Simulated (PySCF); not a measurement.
# Spin states and ions at one geometry of [BiI2]+

PySCF 2.14.0, RKS r2SCAN, Bi def2-SVP with ECP60, I def2-SVP with ECP28; non-relativistic Hamiltonian with scalar-relativistic core potentials where named; density fitting; no spin-orbit coupling; singlets restricted, open shells unrestricted. The geometry is relaxed for charge +1, singlet, vacuum:

```xyz
3

Bi    0.0000    0.0000   -0.9831
I     2.1576    0.0000    0.6950
I    -2.1576    0.0000    0.6950
```

Energies count from the relaxed state; an electron taken off or put on is at rest in vacuum. Charges and spins are Mulliken's.

```csv
state,energy (eV),spin squared,charge on Bi1 (e),spin on Bi1 (e),dipole about the centre of mass (D)
"charge +1, singlet, vacuum",0.00,0.00,0.77,0.00,2.19
"charge +2, doublet, vacuum",14.34,0.76,0.97,-0.15,0.61
"charge 0, doublet, vacuum",-7.70,0.75,0.38,0.91,2.44
```

Q: What does the state charge +1, triplet, vacuum give?

A: energy (eV) 1.64, spin squared 2.01, charge on Bi1 (e) 0.55, spin on Bi1 (e) 0.87, dipole about the centre of mass (D) 0.71.

With an electron taken off (doublet) the charges change, summed by element, by Bi +0.21 e, I +0.79 e. The vertical ionisation energy is 14.34 eV, against −ε(HOMO) = 11.75 eV of the relaxed state. The level lies 2.6 eV too high, as is usual for semilocal functionals and global hybrids, which keep a self-interaction error.

With an electron put on (doublet) the charges change, summed by element, by Bi -0.39 e, I -0.61 e. The vertical electron affinity is 7.70 eV, against −ε(LUMO) = 10.05 eV of the relaxed state.

Open shells may have lower solutions than those found.

No frequency check is given that shows the relaxed geometry to be a minimum.
